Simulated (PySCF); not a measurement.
Gas-phase reaction: 6 CH₃GeH₃ ⇌ 2 Ge₃H₈ + 3 H₂ + 2 C₃H₇ (i-propyl)

Computed with PySCF and rigid-rotor harmonic-oscillator thermochemistry at 1 bar. † marks an energy on the PBE0/def2-TZVP geometry and frequencies; other levels use their own. MP2 freezes the core. 6-31G* has spherical d functions here. Open shells (unrestricted): C₃H₇ (i-propyl) (multiplicity 2); the rest are closed-shell singlets. B3LYP is the form with VWN-RPA correlation. Ge: all electrons, no relativistic terms. MP2 isn't extrapolated to the basis-set limit; its ΔH°(298 K) is 388.7 kJ in def2-SVP and 411.3 kJ in def2-TZVPP. The harmonic model lacks anharmonicity and excited electronic states, which grow with temperature; levels with a mode under 35 cm⁻¹ are left out. Internal rotation in CH₃GeH₃, Ge₃H₈, C₃H₇ (i-propyl) is treated as a harmonic vibration of one conformer, which makes the entropy rough.

| level | ΔE electronic, kJ | ΔH°(298 K), kJ | ΔS°(298 K), J/K | ΔG°(1400 K), kJ |
|---|---|---|---|---|
| B3LYP/6-31G* | 372 | 326 | 137 | 85 |
| HF/6-31G* | 336 | 289 | 126 | 61 |
| HF/def2-TZVP† | 369 | 323 | 137 | 83 |
| MP2/def2-TZVPP† | 457 | 411 | 137 | 171 |
| PBE/def2-TZVP† | 380 | 334 | 137 | 94 |
| r2SCAN/def2-TZVP† | 369 | 323 | 137 | 83 |
| LDA/def2-TZVP† | 425 | 380 | 137 | 139 |
| ωB97M-V/def2-TZVP† | 427 | 381 | 137 | 141 |
ΔH° is lowest at HF/6-31G* and highest at MP2/def2-TZVPP†. No reference value is set beside these.
